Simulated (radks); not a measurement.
These are the eigenvalues of the occupied orbitals of an atom or ion with whole-number occupations (hartree). Calculated with a radial shooting solver on a logarithmic mesh with Libxc functionals: scalar-relativistic Kohn-Sham, PBE, spin-unpolarised, spherical densities, point nucleus.

| orbital | eigenvalue |
|---|---|
| 1s | -363.5919 |
| 2s | -56.36701 |
| 2p | -50.70748 |
| 3s | -16.51390 |
| 3p | -14.75489 |

Which element is it, and in what charge state? The configuration may be excited.

Answer. Z = 30, zinc, charge +12: Zn12+ in [Ar]. The list shows which subshells hold electrons but not how many an open one holds; the 1s level, -363.59 hartree, gives Z - s = 27.0 by -(Z - s)^2/2, which with screening and relativity narrows Z to a few neighbours, and the depths of the outer levels then fix element, charge and occupations together.
